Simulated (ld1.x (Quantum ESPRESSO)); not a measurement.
Varying the RRKJ potential for carbon (C)

Base potential:

ld1.x (Quantum ESPRESSO) 7.5 input, shortened:

```
&input
   title='C', zed=6., rel=1, dft='PZ', iswitch=3,
   config='[He] 2s2 2p0.5 3d-2'
 /
 &inputp
   pseudotype=2, tm=.false., lloc=0,
   nlcc=.true., rcore=1.00
 /
3
2P  2  1   0.50   0.00  1.55  1.55  0.0
3D  3  2  -2.00   0.05  1.40  1.40  0.0
2S  1  0   2.00   0.00  1.15  1.15  0.0
 &test
   configts(1)='2s2 2p0.5'
 /
```

Cutoffs, loose and tight: the cutoffs (Ry, on a coarse ladder) from which the occupation-weighted sum of valence levels, in a spherical-Bessel basis at the reference potential, stays within 10 and 1 mRy of its value at 400 Ry. They do not see the model core or the augmentation charge, which bear on the density cutoff. Test errors are all-electron minus pseudo excitation energies from the reference, over the configurations 2s2 2p2; 2s2 2p1; 2s2 2p0; 2s2 2p2.3; 2s1 2p3; 2s1 2p0; 2s0 2p4 (two spin-polarised tests are not counted in the largest error). A dash means not determined; rows that change the core or the reference have their own tests.

```csv
change,outcome,"cutoff, loose","cutoff, tight",bound ghosts,largest test error (meV)
base,generated,40 Ry,90 Ry,none,+182
wave 2s (bound): rc 1.15 bohr becomes 2s (bound): rc 0.76 bohr,generated,120 Ry,260 Ry,none,+207
wave 2s (bound): rc 1.15 bohr becomes 2s (bound): rc 0.88 bohr,generated,60 Ry,120 Ry,none,+183
wave 2s (bound): rc 1.15 bohr becomes 2s (bound): rc 0.96 bohr,generated,40 Ry,100 Ry,none,+183
wave 2s (bound): rc 1.15 bohr becomes 2s (bound): rc 1.12 bohr,generated,40 Ry,90 Ry,none,+182
wave 2s (bound): rc 1.15 bohr becomes 2s (bound): rc 1.26 bohr,generated,40 Ry,80 Ry,none,+179
wave 2s (bound): rc 1.15 bohr becomes 2s (bound): rc 1.48 bohr,generated,35 Ry,60 Ry,none,+213
wave 2s (bound): rc 1.15 bohr becomes 2s (bound): rc 1.74 bohr,generated,35 Ry,45 Ry,none,+294
```

Task: What comes out with this change to the base: wave 2s (bound): rc 1.15 bohr becomes 2s (bound): rc 1.38 bohr?

Result: outcome: generated; cutoff, loose: 35 Ry; cutoff, tight: 70 Ry; bound ghosts: none; largest test error (meV): +197.

Task: What comes out with this change to the base: wave 2s (bound): rc 1.15 bohr becomes 2s (bound): rc 1.58 bohr?

Result: outcome: generated; cutoff, loose: 35 Ry; cutoff, tight: 55 Ry; bound ghosts: none; largest test error (meV): +243.

Reading the sweep of the s radius (base included, trends over the rows without a ghost): The loose cutoff falls from 120 Ry at 0.76 to 35 Ry at 1.74 bohr. A larger radius leaves more room for a smooth pseudo-wave, so fewer plane waves are needed; a smaller one forces it to follow the all-electron wave where it bends sharply. The median size of the test errors (rows with all tests solved) rises from 69.4 meV at 0.76 to 121.5 meV at 1.74 bohr, with one reversal. More of the atom is replaced by a form fitted at one configuration, so other configurations suffer as the radius grows.
